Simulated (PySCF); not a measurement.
```xyz
9

Si     1.1085    -0.0876     0.2413
B     -0.8472     0.0799    -0.1854
S     -1.9745    -1.3143    -0.0167
S     -1.5830     1.6151    -0.7654
H      1.7433    -1.0876    -0.6546
H      1.2938    -0.5558     1.6384
H      1.8154     1.2078     0.0776
H     -1.0859    -2.2240     0.4167
H     -0.4702     2.3666    -0.7519
```

Charge 0, multiplicity 1.

Problem. Give the Mulliken and meta-Löwdin atomic charges from PySCF with TPSSh-D3(BJ)/def2-TZVP // B3LYP-D3(BJ)/def2-TZVP.

Solution. 
```tsv
atom	Mulliken (e)	meta-Löwdin (e)
Si1	0.02	0.37
B2	0.08	-0.29
S3	-0.16	-0.01
S4	-0.16	0.00
H5	-0.02	-0.09
H6	-0.02	-0.09
H7	-0.04	-0.10
H8	0.15	0.10
H9	0.15	0.10
```
